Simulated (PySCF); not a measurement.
## Calculated data, AlBCl2H, Cl2H4Si2, BFH4Si2

Computed with PySCF 2.14.0. Calculation on a computer-drawn molecule: optimised geometry and harmonic frequencies of an isolated molecule of the commonest isotopes, restricted reference for singlets and unrestricted otherwise, frozen core in MP2.

Common to all runs: charge 0; basis cc-pV(D+d)Z.

```json
{"entry": 1, "formula": "AlBCl2H", "start_structure": {"atoms_angstrom": [["Cl", -0.188, -1.8581, 3.7211], ["B", 0.7813, -2.8769, 2.3889], ["Al", -0.8409, -2.2946, 1.48], ["Cl", -2.4987, -1.2842, 0.8555], ["H", 1.2152, -3.9232, 2.8133]]}, "given": {"multiplicity": 2, "method": "HF", "drawn_bonds_atom": [1, 2, 3, 2], "drawn_bonds_other_atom": [2, 3, 4, 5], "drawn_bonds_order": [1, 1, 1, 1]}, "results": {"optimised_atom_element": ["Cl", "B", "Al", "Cl", "H"], "optimised_atom_x [angstrom]": [0.4964, 0.2971, -1.63, -1.937, 1.243], "optimised_atom_y [angstrom]": [-2.112, -2.841, -2.712, -1.121, -3.45], "optimised_atom_z [angstrom]": [4.283, 2.682, 1.706, 0.3156, 2.272], "modes_frequency [cm^-1]": [45.71, 132.1, 164.0, 451.9, 554.4, 700.4, 836.4, 1068, 2732], "modes_reduced_mass [dalton]": [11.08, 3.733, 14.13, 8.058, 10.45, 1.568, 5.182, 1.261, 1.091], "rotational_constants [GHz]": [10.15, 1.153, 1.089], "total_energy [hartree]": -1186.2648, "spin_squared": 0.7802, "convergence_status_largest_gradient_component [hartree/bohr]": 1.675e-05}}
{"entry": 2, "formula": "AlBCl2H", "start_structure": {"atoms_angstrom": [["Cl", 0.4964, -2.112, 4.2834], ["B", 0.2971, -2.8414, 2.6815], ["Al", -1.6296, -2.7123, 1.7059], ["Cl", -1.9374, -1.1213, 0.3156], ["H", 1.2425, -3.4499, 2.2724]]}, "given": {"multiplicity": 2, "method": "MP2", "drawn_bonds_atom": [1, 2, 3, 2], "drawn_bonds_other_atom": [2, 3, 4, 5], "drawn_bonds_order": [1, 1, 1, 1]}, "results": {"optimised_atom_element": ["Cl", "B", "Al", "Cl", "H"], "optimised_atom_x [angstrom]": [0.4808, 0.3045, -1.607, -1.963, 1.253], "optimised_atom_y [angstrom]": [-2.095, -2.844, -2.713, -1.105, -3.48], "optimised_atom_z [angstrom]": [4.262, 2.682, 1.687, 0.3349, 2.293], "modes_frequency [cm^-1]": [41.74, 119.4, 155.2, 445.0, 557.8, 673.6, 854.6, 1029, 2659], "modes_reduced_mass [dalton]": [12.11, 3.523, 14.68, 7.085, 11.23, 1.599, 4.188, 1.347, 1.092], "rotational_constants [GHz]": [10.11, 1.166, 1.098], "total_energy [hartree]": -1186.6550, "spin_squared": 0.7809, "convergence_status_largest_gradient_component [hartree/bohr]": 2.023e-05}}
{"entry": 3, "formula": "Cl2H4Si2", "start_structure": {"atoms_angstrom": [["Cl", 1.4797, -3.654, 0.171], ["Si", 0.7658, -1.7949, 0.5139], ["Si", -0.8032, -1.8859, 2.2014], ["Cl", -1.5043, -0.0849, 2.6237], ["H", 0.3001, -1.2902, -0.7512], ["H", 1.9713, -0.9366, 0.8612], ["H", -0.3189, -2.4152, 3.4353], ["H", -1.9207, -2.7306, 1.8299]]}, "given": {"multiplicity": 1, "method": "HF", "drawn_bonds_atom": [1, 2, 3, 2, 2, 3, 3], "drawn_bonds_other_atom": [2, 3, 4, 5, 6, 7, 8], "drawn_bonds_order": [1, 1, 1, 1, 1, 1, 1]}, "results": {"optimised_atom_element": ["Cl", "Si", "Si", "Cl", "H", "H", "H", "H"], "optimised_atom_x [angstrom]": [1.516, 0.8075, -0.8158, -1.515, 0.2304, 1.951, -0.2405, -1.963], "optimised_atom_y [angstrom]": [-3.705, -1.779, -1.919, 0.008593, -1.266, -0.9445, -2.44, -2.747], "optimised_atom_z [angstrom]": [0.1493, 0.5093, 2.211, 2.579, -0.7462, 0.9213, 3.465, 1.797], "modes_frequency [cm^-1]": [43.54, 86.14, 166.7, 382.2, 460.2, 543.2, 558.0, 616.1, 727.9, 763.2, 835.8, 928.3, 1017, 1031, 2341, 2347, 2348, 2355], "modes_reduced_mass [dalton]": [6.89, 9.973, 18.98, 1.057, 9.14, 20.16, 10.49, 1.341, 1.063, 1.02, 1.099, 1.131, 1.052, 1.063, 1.029, 1.052, 1.029, 1.055], "rotational_constants [GHz]": [8.994, 0.9159, 0.8477], "total_energy [hartree]": -1499.3117, "convergence_status_largest_gradient_component [hartree/bohr]": 1.415e-05}}
{"entry": 4, "formula": "BFH4Si2", "start_structure": {"atoms_angstrom": [["F", -1.8016, 0.5218, 0.8206], ["B", -2.3071, -0.5431, 0.3236], ["Si", -3.3925, -0.3284, -1.2988], ["Si", -1.505, -2.2955, 0.6565], ["H", -4.7783, -0.3071, -1.6214], ["H", -1.5808, -2.6736, 2.075], ["H", -0.1239, -2.3677, 0.2589], ["H", -2.1852, -3.3057, -0.0592]]}, "given": {"multiplicity": 1, "method": "HF", "drawn_bonds_atom": [1, 2, 2, 3, 4, 4, 4], "drawn_bonds_other_atom": [2, 3, 4, 5, 6, 7, 8], "drawn_bonds_order": [1, 1, 1, 1, 1, 1, 1]}, "results": {"optimised_atom_element": ["F", "B", "Si", "Si", "H", "H", "H", "H"], "optimised_atom_x [angstrom]": [-1.835, -2.216, -3.379, -1.53, -4.635, -1.958, -0.04784, -2.074], "optimised_atom_y [angstrom]": [0.5811, -0.4643, -0.2084, -2.324, -0.5113, -2.609, -2.375, -3.387], "optimised_atom_z [angstrom]": [0.7702, 0.01653, -1.655, 0.6106, -0.8555, 2.003, 0.5401, -0.2744], "modes_frequency [cm^-1]": [70.83, 104.9, 235.9, 276.7, 310.1, 404.3, 496.9, 569.1, 740.0, 814.8, 987.8, 1017, 1026, 1249, 2131, 2284, 2295, 2299], "modes_reduced_mass [dalton]": [1.067, 5.623, 5.23, 1.505, 1.466, 6.388, 1.137, 1.57, 1.788, 4.05, 1.139, 1.046, 1.035, 11.53, 1.041, 1.046, 1.041, 1.032], "rotational_constants [GHz]": [5.655, 2.448, 1.77], "total_energy [hartree]": -704.2865, "convergence_status_largest_gradient_component [hartree/bohr]": 1.745e-05}}
```
